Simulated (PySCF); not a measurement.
## Calculated NMR parameters of C=C[Si@@H](N=C)C(F)(F)F

- Formula: C4H6F3NSi
- SMILES: C=C[Si@@H](N=C)C(F)(F)F
- InChI: InChI=1S/C4H6F3NSi/c1-3-9(8-2)4(5,6)7/h3,9H,1-2H2/t9-/m1/s1
- Point group of the computed structure: C1
- Degrees of unsaturation: 2
- Carbon signals: 4
- Proton signals: 6

Molfile (atoms numbered from 1):
```
C4H6F3NSi
     RDKit          3D

 15 14  0  0  0  0  0  0  0  0999 V2000
   -1.8402   -0.4293   -1.6324 C   0  0  0  0  0  0  0  0  0  0  0  0
   -0.8501   -1.0403   -0.9994 C   0  0  0  0  0  0  0  0  0  0  0  0
    0.6101   -0.1715   -0.2025 Si  0  0  1  0  0  4  0  0  0  0  0  0
    0.0329    1.2746    0.5039 N   0  0  0  0  0  0  0  0  0  0  0  0
    0.2464    2.5030    0.4297 C   0  0  0  0  0  0  0  0  0  0  0  0
    1.0744   -1.1857    1.3918 C   0  0  0  0  0  0  0  0  0  0  0  0
    1.3448   -2.4756    1.0915 F   0  0  0  0  0  0  0  0  0  0  0  0
    2.1828   -0.7157    2.0047 F   0  0  0  0  0  0  0  0  0  0  0  0
    0.1153   -1.2197    2.3327 F   0  0  0  0  0  0  0  0  0  0  0  0
   -2.6549   -0.9707   -2.0872 H   0  0  0  0  0  0  0  0  0  0  0  0
   -1.8815    0.6444   -1.7156 H   0  0  0  0  0  0  0  0  0  0  0  0
   -0.8607   -2.1220   -0.9459 H   0  0  0  0  0  0  0  0  0  0  0  0
    1.8264   -0.2259   -1.0227 H   0  0  0  0  0  0  0  0  0  0  0  0
    0.9973    2.9664   -0.2129 H   0  0  0  0  0  0  0  0  0  0  0  0
   -0.3473    3.1760    1.0423 H   0  0  0  0  0  0  0  0  0  0  0  0
  1  2  2  0
  2  3  1  0
  3  4  1  0
  4  5  2  0
  3  6  1  0
  6  7  1  0
  6  8  1  0
  6  9  1  0
  1 10  1  0
  1 11  1  0
  2 12  1  0
  3 13  1  6
  5 14  1  0
  5 15  1  0
M  END
```

PySCF 2.14.0 with density-fitted response routines calculation with coordinates at the GFN2-xTB level and PBE0/pcSseg-1 with gauge-including orbitals; one conformer, relativity neglected, equivalent nuclei averaged, no solvent model.

δ = σ(ref) − σ, references computed at the same level: TMS for 1H (31.72 ppm), 13C (186.93 ppm), 29Si (349.16 ppm); CFCl3 for 19F (170.95 ppm); 15N (267.73 ppm) against NH3.

```tsv
carbon	δC, type	δH (multiplicity)	HMBC from (2–3 bonds)	span of the C tensor (ppm)
C1	146.3, CH2	H10 6.73 (m); H11 5.97 (m)	H12, H13	263
C2	136.8, CH	6.60 (m)	H10, H11, H13	240
C5	179.7, CH2	H14 9.02 (m); H15 9.01 (m)	H13	217
C6	138.4, C	–	H12, H13	8
```

Other nuclei:
```
   atoms  nucleus                             environment  δ (ppm)  σ (ppm)
     H13       1H  hydrogen on a silicon bonded to 2 C, N     5.31    26.40
F7/F8/F9      19F                 fluorine of a CF3 group    -78.3    249.3
     Si3     29Si             silicon bonded to 2 C, N, H    -42.1    391.2
      N4      15N                          imine nitrogen    413.5   -145.8
```

- Carbon types of the structure: 1 × C, 1 × CH, 2 × CH2, leaving 1 H on heteroatoms.
- δC 179.7: C=N carbon.
- δC 146.3: terminal =CH2 carbon; an sp2 carbon of a C=C bond.
- δC 138.4: CF3 carbon; 3 electronegative neighbours deshield it.
- δC 136.8: alkene CH; an sp2 carbon of a C=C bond.
- δH 9.02, 9.01: hydrogen on a C=N carbon.

Splittings by 19F in the carbon and heteronuclear signals aren't shown, as no couplings were computed. Shifts are as computed. Against solution values, carbons near 30 ppm lie about +3 ppm off and those near 130 ppm about +5 ppm. Of 1211 compounds with measured shifts, 218 miss one by over three times the rms of a fit or turn the order of signals round; such compounds aren't used in these exercises. Unscaled 19F shifts against computed CFCl3 carry errors that often reach 10 to 50 ppm. Experimental scales use liquid or dissolved standards, which lie at an offset from isolated NH3 (liquid NH3: subtract about 20 ppm). Unscaled 15N shifts of sp2 nitrogen come out 20 to 40 ppm too high even then. No couplings were computed; multiplicities are counted from neighbouring protons, with m where these are inequivalent, close in shift, in a saturated or five-membered ring or joined by F or P, and br s for small geminal =CH2 splittings.
